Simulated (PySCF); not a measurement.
PySCF 2.14 output of a UHF calculation on a single atom or ion in aug-cc-pwCVTZ, with no relativity, point nucleus:

```
SCF conv_tol = 1e-09
number electrons alpha = 15  beta = 12
cycle= 1 E= -1506.62179265107  delta_E= -0.00813  |g|= 0.0375  |ddm|= 0.0288
cycle= 2 E= -1506.62195649667  delta_E= -0.000164  |g|= 0.00604  |ddm|= 0.0076
cycle= 3 E= -1506.62196214413  delta_E= -5.65e-06  |g|= 0.00198  |ddm|= 0.00378
cycle= 4 E= -1506.62196271033  delta_E= -5.66e-07  |g|= 0.000511  |ddm|= 0.00113
cycle= 5 E= -1506.6219628631  delta_E= -1.53e-07  |g|= 0.000121  |ddm|= 0.000777
cycle= 6 E= -1506.62196287222  delta_E= -9.12e-09  |g|= 1.99e-05  |ddm|= 0.000214
cycle= 7 E= -1506.62196287238  delta_E= -1.59e-10  |g|= 3.98e-06  |ddm|= 4.28e-05
converged SCF energy = -1506.62196287238  <S^2> = 3.751797  2S+1 = 4.0008984
```

The run itself started from symmetry-adapted Hartree-Fock orbitals and held the occupation by maximum overlap, so the iterations belong to that start.

Which element, charge and spin multiplicity is this?

Ni⁺ (nickel, charge +1), multiplicity 4; the state was [Ar] 3d8 4s1, high-spin 4F determinant (an excited configuration).
